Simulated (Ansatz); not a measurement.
A series at Ge: from `[CH3][Ge]([CH3])([CH3])[Cl]`, ligands are replaced one by one, each step taking up H–F and setting free CH₄; n counts the steps. Ansatz, PBE0-D4/def2-TZVP geometries.

```tsv
n	molecule	HOMO energy, ωB97M-V/def2-TZVPP (eV)
0	`[CH3][Ge]([CH3])([CH3])[Cl]`	-10.34
1	`[CH3][Ge]([CH3])([F])[Cl]`	-10.83
2	`[CH3][Ge]([F])([F])[Cl]`	?
3	`[F][Ge]([F])([F])[Cl]`	-12.97
```

Problem. By hand: fit a straight line y = ȳ + b (n − n̄) to the 3 given rows and predict n = 2.

Solution. n̄ = 1.333, ȳ = -11.380; Σ(n − n̄)(y − ȳ) = -4.220, Σ(n − n̄)² = 4.667, so b = -0.904 eV a step. Prediction: -11.380 + (-0.904) × (0.667) = -11.98 eV.

Problem. By hand: compare with the computed value, -11.90 eV, and give the steps along the whole series.

Solution. The line misses by 0.08 eV (computed minus predicted). Steps: -0.49, -1.07, -1.07 eV.

The steps differ by up to 0.58 eV without a steady trend. The highest orbital can change its character along such a series. The miss is 3.0 % of the series' range.
